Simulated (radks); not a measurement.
Species: Gd IV. Configuration: [Xe] 4f6.5 6p0.5 (fractional occupations, a model configuration). Calculated with a radial shooting solver on a logarithmic mesh with Libxc functionals: scalar-relativistic Kohn-Sham, PBE, spin-polarised, spherical densities, finite nucleus; open shells are filled with parallel spins first (spin-orbit coupling, left out, can overturn this in heavy ions); Fermi nuclear charge, rms radius 5.1569 fm.

Normalised radial functions P(r) = r R(r), r in bohr:

r	4d down	5s up	5s down
0.0009123	0.0000	0.0416	0.0406
0.001236	0.0000	0.0532	0.0519
0.001676	0.0000	0.0675	0.0658
0.002271	0.0001	0.0845	0.0825
0.003078	0.0002	0.1042	0.1016
0.004171	0.0004	0.1255	0.1224
0.005653	0.0010	0.1462	0.1426
0.007662	0.0023	0.1620	0.1581
0.01038	0.0053	0.1662	0.1621
0.01407	0.0118	0.1489	0.1453
0.01907	0.0258	0.0994	0.0969
0.02585	0.0546	0.0108	0.0105
0.03503	0.1106	-0.1089	-0.1063
0.04748	0.2105	-0.2236	-0.2181
0.06434	0.3684	-0.2632	-0.2568
0.0872	0.5742	-0.1526	-0.1488
0.1182	0.7585	0.1078	0.1053
0.1602	0.7720	0.3543	0.3457
0.2171	0.4414	0.3121	0.3042
0.2942	-0.2540	-0.1080	-0.1058
0.3987	-1.0214	-0.5319	-0.5193
0.5404	-1.3950	-0.4014	-0.3939
0.7323	-1.1815	0.3002	0.2888
0.9925	-0.6689	0.9365	0.9165
1.345	-0.2507	0.9925	0.9921
1.823	-0.0574	0.5992	0.6164
2.471	-0.0070	0.2122	0.2257
3.348	-0.0004	0.0408	0.0452
4.538	0.0000	0.0036	0.0041
6.15	0.0000	0.0001	0.0001
8.335	0.0000	0.0000	0.0000
11.3	0.0000	0.0000	0.0000

4d down: eigenvalue -175.21 eV, 1 radial node at r = 0.267 bohr, <r> = 0.635 bohr, 90 % of the charge inside 0.954 bohr. 5s up: eigenvalue -79.861 eV, 4 radial nodes at r = 0.0266, 0.106, 0.276, 0.653 bohr, <r> = 1.30 bohr, 90 % of the charge inside 1.86 bohr. 5s down: eigenvalue -76.895 eV, 4 radial nodes at r = 0.0266, 0.106, 0.276, 0.654 bohr, <r> = 1.32 bohr, 90 % of the charge inside 1.89 bohr.
